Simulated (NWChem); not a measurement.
Molecule: H₂SeO; SMILES O[SeH]

```xyz
4

Se     0.0394    -0.3717    -0.0080
H     -1.4259    -0.5818     0.0040
O      0.0077     1.4357    -0.0723
H      0.0257     1.7352     0.8455
```
Atoms are numbered in this order, from 1.

All runs: NWChem. Coordinates come from a PBE0/def2-SVP optimisation. Ions are spin-unrestricted doublets at the neutral geometry; other ion states weren't tried.

For level r2SCAN/def2-TZVP:

```yaml
"−ε(HOMO) (eV)": 5.92
```

**Question.** Estimate the same quantities for level LRC-wPBEh/def2-TZVP.

**Answer.** The −ε(HOMO) (eV) comes out as 8.76.
